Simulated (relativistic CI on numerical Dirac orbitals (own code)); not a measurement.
## N³⁺: computed level list

Method of calculation: Dirac-Coulomb-Breit CI, orbitals from a KLI potential per configuration, model QED, valence Slater integrals scaled by 0.85, P86 correlation energy added to each configuration (own radial code, finite nucleus).

Configurations in the expansion (outside the closed core 1s2): 2s2, 2s 2p, 2p2, 2p 3s, 2p 3p, 2s 3s, 2s 3p, 2s 3d, 2s 4s, 2s 4p, 2s 4d, 2s 4f, 2s 5s, 2s 5p, 2s 5d, 2s 5f, 2s 5g, 3s2, 3s 3p, 3p2. Levels of other configurations are missing.

```csv
No.,Configuration,Term,J,E (eV),%,Next component (%),Landé g
1,2s2,1S,0,0.0000,94,6 2p2 1S,
2,2s 2p,3P°,0,8.4069,100,,
3,2s 2p,3P°,1,8.4143,100,,1.501
4,2s 2p,3P°,2,8.4314,100,,1.501
5,2s 2p,1P°,1,16.2250,100,,1.000
6,2p2,3P,0,21.9801,100,,
7,2p2,3P,1,21.9889,100,,1.501
8,2p2,3P,2,22.0034,100,,1.501
9,2p2,1D,2,23.8657,99,1 2s 3d 1D,1.000
10,2p2,1S,0,29.1458,94,6 2s2 1S,
11,2s 3s,3S,1,46.6277,98,2 2p 3p 3S,2.002
12,2s 3s,1S,0,47.8842,96,3 2p 3p 1S,
13,2s 3p,1P°,1,50.2681,92,6 2p 3s 1P°,1.008
14,2s 3p,3P°,0,50.2888,99,,
15,2s 3p,3P°,1,50.2910,98,2 1P°,1.493
16,2s 3p,3P°,2,50.2950,99,,1.501
17,2s 3d,3D,1,51.9592,99,1 2p 3p 3D,0.499
18,2s 3d,3D,2,51.9596,99,1 2p 3p 3D,1.167
19,2s 3d,3D,3,51.9604,99,1 2p 3p 3D,1.334
20,2s 3d,1D,2,53.1407,98,1 2p2 1D,1.000
21,2p 3s,3P°,0,57.7628,99,,
22,2p 3s,3P°,1,57.7725,99,,1.501
23,2p 3s,3P°,2,57.7929,99,,1.501
24,2p 3s,1P°,1,58.6825,88,6 2s 3p 1P°,1.000
25,2p 3p,1P,1,59.8091,100,,1.000
26,2p 3p,3D,1,60.2138,99,1 2s 3d 3D,0.499
27,2p 3p,3D,2,60.2256,99,1 2s 3d 3D,1.167
28,2p 3p,3D,3,60.2443,99,1 2s 3d 3D,1.334
29,2p 3p,3S,1,60.5315,73,26 2s 4s 3S,2.002
30,2p 3p,3P,0,61.2134,98,1 2s 4s 1S,
```

Energies count from the lowest computed level; ° marks odd parity.

The mean weight of the leading LS term, summed over parents, in these 30 levels is 97 %, and that of the leading jj configuration (from the same eigenvectors) 77 %, so LS coupling describes them better.

For a near-neutral ion this model can misplace configurations by up to about 10,000 cm⁻¹ (more where the count of f electrons changes) and terms by 10 to 25 % of their spread. Rates follow the energies as ν³ (E1, M1) or ν⁵ (E2), so they and the lifetimes can be off by large factors. The fine structure of a lone outer electron comes out too small, for d and f at times inverted, and misplaced configurations move strength between like terms. 47 of the 58 excited levels that our extract of the measured tables holds in this range could be paired (the sources list more); they are missed by 1077 cm⁻¹ on average and 5286 at most, and levels without a partner can miss by more.
